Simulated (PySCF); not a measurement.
Input of a response calculation (the driver script's job line, then coordinates in Å):

```
{"job": {"kind": "uv", "xc": "PBE0", "basis": "def2-SVPD", "nstates": 6, "ntriplets": 2}, "charge": 0, "multiplicity": 1}
C      3.363415     0.074978     1.119869
C      2.442118    -0.111088     0.378384
C      1.302160    -0.323331    -0.477780
C      0.133706    -1.113212     0.163720
C     -0.780329     0.065725    -0.121164
C     -1.951176     0.519119     0.699806
C     -2.157343    -0.005831    -0.687962
F     -2.739820    -1.233351    -0.830696
C      0.369157     0.901267    -0.656306
H      4.182473     0.230801     1.756265
H      1.632037    -0.747961    -1.428080
H     -0.136269    -2.037382    -0.344174
H      0.275343    -1.314525     1.224722
H     -2.099466     1.574470     0.870477
H     -2.261728    -0.115341     1.516108
H     -2.470125     0.648998    -1.492682
H      0.254882     1.247704    -1.682308
H      0.632206     1.745279    -0.019857
```

Output:

```
coarse grid: 15360 points
cycle   1  E = -409.1081765432  dE =  1.412e+00  |g| = 5.157e-01  |ddm| = 1.268e+01
cycle   2  E = -409.0974488494  dE =  1.073e-02  |g| = 6.067e-01  |ddm| = 2.922e+00
cycle   3  E = -409.1676849832  dE = -7.024e-02  |g| = 8.398e-02  |ddm| = 1.203e+00
cycle   4  E = -409.1688461678  dE = -1.161e-03  |g| = 2.858e-02  |ddm| = 2.159e-01
cycle   5  E = -409.1690181367  dE = -1.720e-04  |g| = 8.131e-03  |ddm| = 9.328e-02
cycle   6  E = -409.1690306448  dE = -1.251e-05  |g| = 3.612e-03  |ddm| = 3.328e-02
cycle   7  E = -409.1690334250  dE = -2.780e-06  |g| = 1.398e-03  |ddm| = 8.656e-03
final grid: 149616 points
cycle   8  E = -409.2312334682  dE = -5.168e-05  |g| = 8.804e-03  |ddm| = 3.012e-01
cycle   9  E = -409.2312204978  dE =  1.297e-05  |g| = 1.200e-02  |ddm| = 5.383e-02
cycle  10  E = -409.2312518574  dE = -3.136e-05  |g| = 1.618e-03  |ddm| = 2.746e-02
cycle  11  E = -409.2312524112  dE = -5.538e-07  |g| = 4.961e-04  |ddm| = 3.396e-03
cycle  12  E = -409.2312524650  dE = -5.374e-08  |g| = 1.973e-04  |ddm| = 1.351e-03
cycle  13  E = -409.2312524739  dE = -8.893e-09  |g| = 2.742e-05  |ddm| = 4.368e-04
cycle  14  E = -409.2312524740  dE = -1.561e-10  |g| = 9.874e-06  |ddm| = 1.303e-04
converged SCF energy = -409.2312524740

Static polarisability (au): isotropic 87.854, principal 74.796 75.918 112.849

Singlet excitations
state   eV       nm        f      main configurations
  1   6.5719    188.7   0.00001   H->L+1 0.49, H-1->L 0.12
  2   6.8059    182.2   0.00225   H-1->L+1 0.40, H->L 0.30
  3   6.8152    181.9   0.00288   H-1->L 0.35, H->L+1 0.26, H-1->L+4 0.15
  4   7.2711    170.5   0.02997   H->L 0.51, H->L+2 0.17
  5   7.4306    166.9   0.03531   H-2->L 0.29, H-1->L+2 0.18, H-1->L 0.16
  6   7.4396    166.7   0.03574   H-2->L 0.25, H-1->L+2 0.23, H-1->L 0.16

Triplet excitations (Tamm-Dancoff, eV): 5.3705 5.8849
```

Method: TDDFT PBE0/def2-SVPD, vertical, gas phase, core orbitals frozen in the response in PySCF. Geometry: GFN2-xTB; no solvent, vibrations or thermal averaging.

**Question.** What is the polarisability anisotropy, √(½[(α1 − α2)² + (α2 − α3)² + (α3 − α1)²])?

**Answer.** 37.50 au.

**Question.** What is the total energy of state 1 at this geometry?

**Answer.** -409.23125 + 0.24151 = -408.98974 hartree.

**Question.** What is the gap between the lowest singlet and the lowest triplet?

**Answer.** 6.5719 − 5.3705 = 1.2014 eV (full response against Tamm–Dancoff).

**Question.** What transition dipole goes with state 6?

**Answer.** |μ|² = 3f / (2ΔE) = 3 × 0.0357 / (2 × 0.2734) = 0.196 au, so |μ| = 1.13 D.

**Question.** Which orbital energies lie behind H and L?

**Answer.** HOMO -7.58 eV and LUMO 0.62 eV, a gap of 8.20 eV; state 1 differs from that by -1.63 eV.

**Question.** Write the structure that the coordinates describe.

**Answer.** `C#C[C@H]1C[C@@]2(C[C@@H]2F)C1` (C8H9F), point group C1.

The SCF starts on a coarse grid; the energy jumps when the final grid takes over, and dE counts afresh there. H and L stand for HOMO and LUMO.
